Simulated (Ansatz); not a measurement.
A nudged elastic band was laid between two geometries of C2H5BO (9 atoms, charge 0, multiplicity 1).

Level of theory: RKS PBE0-D4/def2-SVP in Ansatz.

| Quantity | Value |
| --- | --- |
| movable images | 9 |
| climbing image | yes |
| spring | 5.0 eV/Å² |
| optimiser | quadratic models (default) |
| start path | through a guess of the saddle point |
| force threshold | 0.03 eV/Å |
| iteration limit | 60 |
| end points | relaxed |

Image 0:

```xyz
9
Properties=species:S:1:pos:R:3
B -0.637 1.013 -0.697
C 0.556 0.179 -0.201
C 0.176 -0.944 0.712
O 0.635 -1.203 -0.565
H -1.574 0.454 -1.216
H -0.669 2.206 -0.501
H 1.534 0.629 0.019
H -0.882 -1.169 0.906
H 0.860 -1.164 1.543
```

Image 10:

```xyz
9
Properties=species:S:1:pos:R:3
B -0.657 0.778 -0.214
C 0.784 0.109 -0.367
C 0.065 -0.162 0.855
O 0.300 -1.317 -0.115
H -1.557 0.246 -0.862
H -0.688 1.965 0.029
H 1.856 0.150 -0.560
H -0.538 -1.384 -0.623
H 0.434 -0.385 1.856
```

(1) What changes between the two ends?

(2) What energy profile does the band end with?

(3) What is the geometry of the highest image?

(4) What are the harmonic wavenumbers there?

Answers

(1) Bonds broken: C3–H8. Bonds formed: B1–C3, O4–H8.

(2) The forces met the threshold. The highest image is number 7 of 0 to 10, 66.6 kcal/mol above the first end and 28.5 kcal/mol above the last; the last end lies 38.2 kcal/mol above the first. A vibrational analysis at the climbing image gives one clearly imaginary mode, 1518i cm⁻¹: a first-order saddle point. The orbitals stay closed-shell, which can raise the energy where a bond breaks towards radicals; this wasn't checked here.

| image | path coordinate (Å) | energy (kcal/mol) | C3–H8 (Å) | B1–C3 (Å) | O4–H8 (Å) |
| --- | --- | --- | --- | --- | --- |
| 0 | 0.00 | 0.0 | 1.10 | 2.55 | 2.11 |
| 1 | 0.31 | 0.4 | 1.10 | 2.44 | 2.11 |
| 2 | 0.61 | 1.6 | 1.10 | 2.31 | 2.11 |
| 3 | 0.92 | 3.8 | 1.10 | 2.18 | 2.09 |
| 4 | 1.23 | 8.6 | 1.09 | 2.05 | 2.00 |
| 5 | 1.53 | 23.7 | 1.08 | 1.92 | 1.78 |
| 6 | 1.84 | 49.7 | 1.13 | 1.81 | 1.49 |
| 7 | 2.14 | 66.6 | 1.31 | 1.73 | 1.17 |
| 8 | 2.46 | 55.7 | 1.61 | 1.66 | 1.00 |
| 9 | 2.77 | 43.0 | 1.85 | 1.62 | 0.98 |
| 10 | 3.09 | 38.2 | 2.01 | 1.60 | 0.98 |

(3) 
```xyz
9
Properties=species:S:1:pos:R:3
B -0.640 0.782 -0.391
C 0.734 0.063 -0.446
C 0.001 -0.311 0.781
O 0.452 -1.349 -0.372
H -1.575 0.354 -1.033
H -0.638 1.915 0.039
H 1.801 0.272 -0.381
H -0.626 -1.212 0.070
H 0.492 -0.513 1.733
```

(4) 1518i, 341, 461, 555, 713, 768, 855, 902, 944, 986, 1054, 1070, 1140, 1173, 1252, 1319, 2450, 2545, 2640, 3257, 3271 cm⁻¹.

The run took 3.2 min on 1 thread of Intel(R) Xeon(R) 6975P-C (Granite Rapids) (shared host), peak memory 0.17 GiB.
